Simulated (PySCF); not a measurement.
A geometry optimisation on `[Na][I]`.

Computed with PBE0-D3(BJ)/def2-SVP geometry optimisation, gas phase, def2 core potentials past Kr (PySCF 2.14.0). Start geometry: GFN2-xTB. The input is one job of a driver script: a line of settings, then coordinates in Å.

Input:
```
{"job": {"xc": "PBE0", "basis": "def2-SVP", "d3": "d3bj", "grid": 1, "maxiter": 30, "shake": 0.01, "kind": "geom"}, "charge": 0, "multiplicity": 1}
Na     1.422120    -0.028630     0.001550
I     -1.404630    -0.000190    -0.013680
```

Output:
```
step   0  E = -459.91826187  max force = 0.007817
step   1  E = -459.91878339  max force = 0.003549
step   2  E = -459.91893510  max force = 0.002130
step   3  E = -459.91901905  max force = 0.000306
step   4  E = -459.91901997  max force = 0.000266
optimisation converged
```

Energies in Eh; «max force» is the largest Cartesian gradient component in Eh/bohr.

Give the first gradient maximum in eV/Å.

With 1 Eh/bohr = 51.422 eV/Å, 0.402 eV/Å.

Summary of the converged run: final energy -459.91902 Eh after 4 steps; dipole 8.99 D.

Where do the atoms end?

0.053 Å rms from the input after alignment:
```
atom  x, y, z in Å
Na1   -0.1457   -0.7750    1.1113
I2     0.1632    0.7462   -1.1233
```

Hardware: Arm Neoverse N1, one thread, no GPU (shared host). Cost: 7.0 s wall, 0.25 GiB resident at most.
Labels such as C1 count atoms from 1, the log's own numbers from 0.
